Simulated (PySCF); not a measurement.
Method: PBE0/[B def2-TZVP, S def2-TZVP, I def2-TZVP with ECP28], scalar-relativistic core potentials, density fitting, no spin–orbit coupling, PySCF. Open shells, if any, are unrestricted.

Problem. What shape and geometry does isolated singlet BSI take (every ligand bound to B)?

Solution. Counting electrons, boron keeps none of its valence electrons outside its bonds, so the VSEPR class is AX2 and the expected shape is linear; with unlike ligands the computed point group is C∞v. The lowest minimum found is a singlet of C∞v symmetry with B–I 2.038 Å, B–S 1.606 Å; I–B–S 180.0°. Its harmonic wavenumbers are 274 (π), 364 (σ+), 1350 (σ+) cm⁻¹ and its dipole moment is 2.13 D.

This need not be the most stable arrangement of these atoms.
